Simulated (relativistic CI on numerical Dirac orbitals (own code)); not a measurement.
**Sensitivity of the levels of Gd²⁵⁺ to α and to the nuclear radius**

Method of calculation: Dirac-Coulomb-Breit CI, separate exchange-only KLI orbitals for each configuration, derivatives by finite differences, unscaled Slater integrals, QED left out (own radial code, finite nucleus).

CI space (outside the closed core [Ar] 3d10): 4s2.4p6.4d3, 4s2.4p5.4d4, 4s2.4p6.4d2.4f, 4s2.4p6.4d.4f2, 4s.4p6.4d4, 4p6.4d5, 4s2.4p6.4d2.5s, 4s2.4p6.4d2.5p. Levels of other configurations are missing.

With x = (α/α₀)² − 1 an excitation energy changes as ω = ω₀ + qx; K = 2q/ω₀ is the relative enhancement. Terms are leading LS components, so labels can repeat. The field-shift factor is F = δν/δ⟨r²⟩ for the transition from the lowest level.

Lowest level 4s2.4p6.4d3 4F_3/2.

```
              Level  ω₀ (cm⁻¹)  q (cm⁻¹)      K  F (GHz/fm²)
 4s2.4p6.4d3 4F_5/2      44564     58320   2.62         1.03
 4s2.4p6.4d3 4P_3/2      63520     51480   1.62         0.75
 4s2.4p6.4d3 4F_7/2      66601     67340   2.02          1.2
 4s2.4p6.4d3 4P_1/2      74006     56360   1.52        0.735
 4s2.4p6.4d3 2G_9/2      74037     60800   1.64         1.19
 4s2.4p6.4d3 4P_5/2     112601     83550   1.48         1.19
 4s2.4p6.4d3 2G_7/2     116392    110300   1.89         1.91
 4s2.4p6.4d3 4F_9/2     124381    118000    1.9         2.25
 4s2.4p6.4d3 2D_3/2     133874    116900   1.75          1.7
 4s2.4p6.4d3 2P_1/2     140920    118100   1.68          1.9
4s2.4p6.4d3 2H_11/2     151866    118100   1.56         2.43
 4s2.4p6.4d3 2D_5/2     155589    110000   1.41         1.34
 4s2.4p6.4d3 2F_5/2     163952    112500   1.37         1.77
 4s2.4p6.4d3 2F_7/2     173110    115000   1.33         1.85
 4s2.4p6.4d3 2G_9/2     190847    176800   1.85         3.11
 4s2.4p6.4d3 2P_3/2     195799    154900   1.58         2.71
 4s2.4p6.4d3 2D_3/2     238221    145200   1.22          2.3
 4s2.4p6.4d3 2D_5/2     253300    168200   1.33            3
4s2.4p5.4d4 6D°_3/2     951216     45670  0.096         5.03
4s2.4p5.4d4 6D°_5/2     971852    102200   0.21         5.96
4s2.4p5.4d4 6D°_7/2     983832    120400  0.245         6.38
4s2.4p5.4d4 6D°_9/2     993965    120500  0.242         6.56
4s2.4p5.4d4 6D°_1/2     994354    108900  0.219         5.08
```

At this charge energies of transitions that change n are usually good to better than 1 %, and those within a shell (Δn = 0) to a few per cent. Terms inside the open d or f shell come out 10 to 20 % too wide with unscaled integrals.
